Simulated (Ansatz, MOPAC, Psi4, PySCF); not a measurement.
System: BNH2Cl2, net charge 0, singlet state. SMILES: NB(Cl)Cl
Geometry from a B3LYP-D3(BJ)/def2-TZVP (Ansatz, a first-principles code) optimisation:
```xyz
6

N     -1.7061    -0.3020     0.0927
B     -0.3439    -0.0609     0.0187
Cl     0.2555     1.5570    -0.3781
Cl     0.8112    -1.3682     0.3201
H     -2.0820    -1.2082     0.3154
H     -2.3906     0.4165    -0.0724
```

Property: enthalpy of formation at 298 K, in kcal/mol. Terms: six Cartesian d functions in 6-31G* and its kin unless marked 5d; no spin-orbit coupling; 6-311+G** with 5d, 6d on Na to Ar in Ansatz; UHF or UKS for open shells; valence correlation only; non-relativistic; dispersion terms only where a functional's name holds one. CBS marks a two-point X^-3 extrapolation of the correlation energy; Hartree-Fock from the larger set (for Q and 5 zeta extrapolated as (X+1)exp(-9√X)). Ab initio and DFT rows: single points at B3LYP-D3(BJ) geometries (Ansatz), with unscaled harmonic terms from B3LYP/6-31G* (Ansatz) at its own minima, enthalpies of formation by atomisation with measured atoms. Semi-empirical rows: MOPAC heats of formation at their own minima for 298 K.

Coupled cluster (Ansatz) is a level with limits of its own, used here on species with T1 under 0.025 (0.045 for open shells) and stable references: CCSD(T)/CBS(cc-pV(Q+d)Z,cc-pV(5+d)Z).

Value to compare with, CCSD(T)/CBS(cc-pV(Q+d)Z,cc-pV(5+d)Z) (Ansatz): -97.5 kcal/mol.

```tsv
level	program	enthalpy of formation at 298 K (kcal/mol)	difference
AM1	MOPAC	-105.2	-7.7
PM3	MOPAC	-88.2	9.3
PM6	MOPAC	-91.3	6.2
HF/6-311+G**	Ansatz	49.4	146.9
PBE/def2-SVP	Ansatz	-118.4	-20.9
BLYP/6-31G*	Ansatz	-87.1	10.4
BP86/6-31G* (5d)	PySCF	-107.8	-10.3
B3LYP/6-31G	Ansatz	-60.3	37.2
B3LYP/6-31G*	Ansatz	-87.7	9.8
wB97X-D/6-311+G**	Psi4	-94.4	3.1
B3LYP/def2-TZVPD	Ansatz	-92.8	4.7
PBE0/def2-TZVPD	Ansatz	-101.6	-4.1
```

Among the 10 habitual levels, HF/6-311+G** lies farthest from CCSD(T)/CBS(cc-pV(Q+d)Z,cc-pV(5+d)Z) (Ansatz) (146.9 kcal/mol) and wB97X-D/6-311+G** nearest (3.1); 7 of 10 lie above it, and their mean absolute difference is 26.2 kcal/mol, the median 10.1. One case shows no general order.

The levels are drawn from those run, B3LYP/6-31G* more often than the rest, none by its result; left out are runs that failed, that the program found above a lower state of the same kind, or whose <S^2> lies over 0.5 above the pure value.
